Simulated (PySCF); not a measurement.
TiO: one state, many levels of theory

State: ³Δ (triplet), unpaired electrons σ ↑, δ ↑. Set-up: Ti def2-TZVPPD, O def2-TZVPPD; no relativity (PySCF 2.14). De refers to Ti (3d2 4s2) + O in their high-spin ground configurations, without counterpoise correction. The functionals are run spin-unrestricted. A positive dipole means Ti(−)O(+).

```json
{"Level": "ROHF", "Re (Å)": "1.596", "ωe (cm⁻¹)": "1117", "De (eV)": "n/a", "μ (D)": "-4.00"}
{"Level": "ROHF-MP2", "Re (Å)": "1.609", "ωe (cm⁻¹)": "1062", "De (eV)": "n/a", "μ (D)": "n/a"}
{"Level": "ROHF-SCS-MP2", "Re (Å)": "1.611", "ωe (cm⁻¹)": "1059", "De (eV)": "n/a", "μ (D)": "n/a"}
{"Level": "ROHF-CCSD", "Re (Å)": "1.605", "ωe (cm⁻¹)": "1082", "De (eV)": "6.04", "μ (D)": "n/a"}
{"Level": "ROHF-CCSD(T)", "Re (Å)": "1.627", "ωe (cm⁻¹)": "1015", "De (eV)": "6.73", "μ (D)": "n/a"}
{"Level": "PBE", "Re (Å)": "1.616", "ωe (cm⁻¹)": "1016", "De (eV)": "n/a", "μ (D)": "-3.29"}
{"Level": "TPSS", "Re (Å)": "1.621", "ωe (cm⁻¹)": "1017", "De (eV)": "n/a", "μ (D)": "-3.41"}
{"Level": "r²SCAN", "Re (Å)": "1.610", "ωe (cm⁻¹)": "1039", "De (eV)": "n/a", "μ (D)": "-3.45"}
{"Level": "TPSSh", "Re (Å)": "1.613", "ωe (cm⁻¹)": "1038", "De (eV)": "n/a", "μ (D)": "-3.47"}
{"Level": "B3LYP", "Re (Å)": "1.611", "ωe (cm⁻¹)": "1043", "De (eV)": "n/a", "μ (D)": "-3.67"}
{"Level": "PBE0", "Re (Å)": "1.598", "ωe (cm⁻¹)": "1067", "De (eV)": "n/a", "μ (D)": "-3.48"}
{"Level": "B97-3", "Re (Å)": "1.601", "ωe (cm⁻¹)": "1063", "De (eV)": "n/a", "μ (D)": "-3.44"}
{"Level": "ωB97X", "Re (Å)": "1.596", "ωe (cm⁻¹)": "1078", "De (eV)": "n/a", "μ (D)": "-3.46"}
{"Level": "B2PLYP", "Re (Å)": "1.624", "ωe (cm⁻¹)": "1021", "De (eV)": "n/a", "μ (D)": "-4.09"}
```

(1) What does a quarter of exact exchange do here, going from PBE to PBE0?

(2) What does the step from GGA to meta-GGA do here, going from PBE to r²SCAN?

(3) What does a tenth of exact exchange do here, going from TPSS to TPSSh?

Correlated steps freeze 6 core orbitals. De is left out where the level can put another filling of the metal’s s and d shells below the measured ground configuration, by anything from nothing to about 1 eV. B2PLYP dipoles, levels and charges come from its SCF part alone. The CCSD T1 diagnostic is raised, a sign that a single reference may not be enough here. With d or f electrons several states lie close, and the lowest PBE0 determinant need not be the measured ground state.

The whole job (state search and all levels along the bond) took about 32 min on 2 threads of Arm Neoverse V1 (shared host), peak memory 6.3 GiB.

Answers

(1) PBE0 less PBE: -1.8 pm in Re, +5.0 % in ωe. Exact exchange removes part of the self-interaction that spreads semilocal densities, and in most molecules shortens and stiffens the bond and lowers De; so it does here.

(2) r²SCAN less PBE: -0.6 pm in Re, +2.3 % in ωe. 

(3) TPSSh less TPSS: -0.8 pm in Re, +2.1 % in ωe. Exact exchange removes part of the self-interaction that spreads semilocal densities, and in most molecules shortens and stiffens the bond and lowers De; so it does here.
